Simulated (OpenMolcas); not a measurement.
## Multiconfigurational calculation on Sb+

Input:

```
&GATEWAY
Coord
1

Sb 0.0 0.0 0.0
Basis=ANO-RCC-VQZP
Group=XYZ
NoMove
AngMom=0.0 0.0 0.0
AMFI
&SEWARD
* reference wave functions (RASSCF and RASSI steps not shown): 2 electrons in 3 orbitals (5p)
>>> COPY JOB001 $Project.JobIph
&CASPT2
Multistate=3 1 2 3
Frozen=9 9
IPEA=0.25
Imaginary=0.1
MaxIter=60
WThr=0.0 0.3 0.05
PrWF=0.5
NoMix
>>> COPY JOB002 $Project.JobIph
&CASPT2
Multistate=6 1 2 3 4 5 6
Frozen=9 9
IPEA=0.25
Imaginary=0.1
MaxIter=60
WThr=0.0 0.3 0.05
PrWF=0.5
NoMix
```

Output, cut to the results:

```
--- CASPT2 ---
Orbital specifications:
      -----------------------

      Symmetry species                           1   2
                                                ag  au
      Frozen orbitals                            9   9
      Inactive orbitals                          6   0
      Active orbitals                            0   3
      Secondary orbitals                        36  30
      Deleted orbitals                           0   0
      Number of basis functions                 51  42
Type of calculation                        MS-CASPT2
      Fock operator                              state-specific
      IPEA shift                                 0.25
      Real shift                                 0.00
      Imaginary shift                            0.10
      The input orbitals will be transformed to quasi-canonical
Reference energy:       -6476.1808191303
      E2 (Non-variational):      -0.5178076040
      Shift correction:          -0.0002898285
      E2 (Variational):          -0.5180974325
      Total energy:           -6476.6989165629
      Residual norm:              0.0000005248
      Reference weight:           0.91422
      Contributions to the CASPT2 correlation energy
      Active & Virtual Only:         -0.0046499974
      One Inactive Excited:          -0.0773940619
      Two Inactive Excited:          -0.4357635448
Reference energy:       -6476.1808191303
      E2 (Non-variational):      -0.5178076040
      Shift correction:          -0.0002898285
      E2 (Variational):          -0.5180974325
      Total energy:           -6476.6989165629
      Residual norm:              0.0000005248
      Reference weight:           0.91422
      Contributions to the CASPT2 correlation energy
      Active & Virtual Only:         -0.0046499974
      One Inactive Excited:          -0.0773940619
      Two Inactive Excited:          -0.4357635448
::    CASPT2 Root  1     Total energy:  -6476.69891656
::    CASPT2 Root  2     Total energy:  -6476.69891656
::    CASPT2 Root  3     Total energy:  -6476.69891656
::    MS-CASPT2 Root  1     Total energy:  -6476.69891656
::    MS-CASPT2 Root  2     Total energy:  -6476.69891656
::    MS-CASPT2 Root  3     Total energy:  -6476.69891656
--- CASPT2 ---
Orbital specifications:
      -----------------------

      Symmetry species                           1   2
                                                ag  au
      Frozen orbitals                            9   9
      Inactive orbitals                          6   0
      Active orbitals                            0   3
      Secondary orbitals                        36  30
      Deleted orbitals                           0   0
      Number of basis functions                 51  42
Type of calculation                        MS-CASPT2
      Fock operator                              state-specific
      IPEA shift                                 0.25
      Real shift                                 0.00
      Imaginary shift                            0.10
      The input orbitals will be transformed to quasi-canonical
Reference energy:       -6476.1377620517
      E2 (Non-variational):      -0.5295470018
      Shift correction:          -0.0003915579
      E2 (Variational):          -0.5299385597
      Total energy:           -6476.6677006114
      Residual norm:              0.0000003136
      Reference weight:           0.90553
      Contributions to the CASPT2 correlation energy
      Active & Virtual Only:         -0.0134244098
      One Inactive Excited:          -0.0796533426
      Two Inactive Excited:          -0.4364692495
Reference energy:       -6476.1377620517
      E2 (Non-variational):      -0.5299427320
      Shift correction:          -0.0003950139
      E2 (Variational):          -0.5303377459
      Total energy:           -6476.6680997976
      Residual norm:              0.0000003196
      Reference weight:           0.90518
      Contributions to the CASPT2 correlation energy
      Active & Virtual Only:         -0.0134170395
      One Inactive Excited:          -0.0796356813
      Two Inactive Excited:          -0.4368900112
::    CASPT2 Root  1     Total energy:  -6476.66770061
::    CASPT2 Root  2     Total energy:  -6476.66809980
::    CASPT2 Root  3     Total energy:  -6476.66806935
::    CASPT2 Root  4     Total energy:  -6476.66810058
::    CASPT2 Root  5     Total energy:  -6476.66810121
::    CASPT2 Root  6     Total energy:  -6476.61794587
::    MS-CASPT2 Root  1     Total energy:  -6476.66816920
::    MS-CASPT2 Root  2     Total energy:  -6476.66810138
::    MS-CASPT2 Root  3     Total energy:  -6476.66809661
::    MS-CASPT2 Root  4     Total energy:  -6476.66801467
::    MS-CASPT2 Root  5     Total energy:  -6476.66777118
::    MS-CASPT2 Root  6     Total energy:  -6476.61786438
```

Levels above the lowest, from the spin-orbit matrix with the single-state CASPT2 energies, averaged by term, on its diagonal:

```
Configuration  Term  J  E (cm⁻¹)  Measured (cm⁻¹)  Term weight %  Second
      5s² 5p²    ³P  0       0.0              0.0             96    4 ¹S
      5s² 5p²    ³P  1      2630             3055            100        
      5s² 5p²    ³P  2      5040             5658             87   13 ¹D
      5s² 5p²    ¹D  2     11960            12790             87   13 ³P
      5s² 5p²    ¹S  0     23030            23906             96    4 ³P
```

Against the 4 measured excited levels shown (NIST Handbook of Basic Atomic Spectroscopic Data) the mean absolute deviation is 690 cm-1; the largest miss in energy is 5s² 5p² ¹S₀: computed 23030, measured 23906 cm⁻¹ (-3.7 %), and the largest in proportion 5s² 5p² ³P₁ (-13.9 %).

CASPT2 does not keep the components of a term degenerate, so their means are used; among the terms shown or strongly mixed into the levels shown the widest spread is 88 cm-1 (5s² 5p² ¹D). With the s shell closed, the reference lacks s² → p² mixing. Computed and measured levels are paired by configuration, term and J; levels that our copy of the source lacks, or whose pairing is in doubt (as where it misses far off the trend of its configuration), stay unpaired and out of the deviations. Only configurations of the active space appear.

The term weight is that of the spin-free term in the level, not the purity of its configuration.
